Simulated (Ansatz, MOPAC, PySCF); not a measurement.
Pair of molecules: CH4 (SMILES C) (first 5 atoms) with H2S (SMILES S); geometry from B3LYP-D3(BJ)/def2-TZVP, rigid monomers moved along the line of their centres of mass till C1···H8 is 4.18 Å.
(charge 0, multiplicity 1):
```xyz
8

C     -0.0080    -0.0567     0.1689
H     -0.8535     0.2177     0.7981
H     -0.2160     0.2255    -0.8621
H      0.8882     0.4591     0.5116
H      0.1503    -1.1334     0.2223
S      0.5708    -0.0926     5.3013
H      0.5080     1.0156     4.5467
H      0.5898    -0.8907     4.2226
```

Counterpoise-corrected where a basis set is named; no monomer relaxation. Rows marked so take none.

Frozen-core correlation. CBS: X⁻³ extrapolation of the correlation energy, Hartree–Fock from the larger set. Rows in 3-21G, 6-31G* carry no dispersion term and start afresh at each structure (6-31G* with six Cartesian d functions). MP2/6-31G* freezes PySCF's default core. The state that AM1, PM3 reach isn't checked.

Programs: Ansatz (a program for electronic structure); MOPAC for AM1, PM3 (differences of heats of formation); PySCF for 3-21G rows, 6-31G* rows, the dispersion terms. Each number belongs to the level named beside it.

```csv
level,interaction energy (meV)
AM1,-0.5
PM3,-1.3
HF/3-21G (no counterpoise),-3.9
HF/aug-cc-pV(D+d)Z,-1.8
B3LYP-D3(BJ)/def2-TZVPPD,-9.7
MP2/6-31G*,-5.2
MP2/6-31G* (no counterpoise),…
MP2/aug-cc-pV(T+d)Z,-10.9
"CCSD(T)/CBS(aug-cc-pV(D+d)Z, aug-cc-pV(T+d)Z)",-10.9
```

What belongs in the gaps?


- MP2/6-31G* (no counterpoise), interaction energy (meV): -6.9
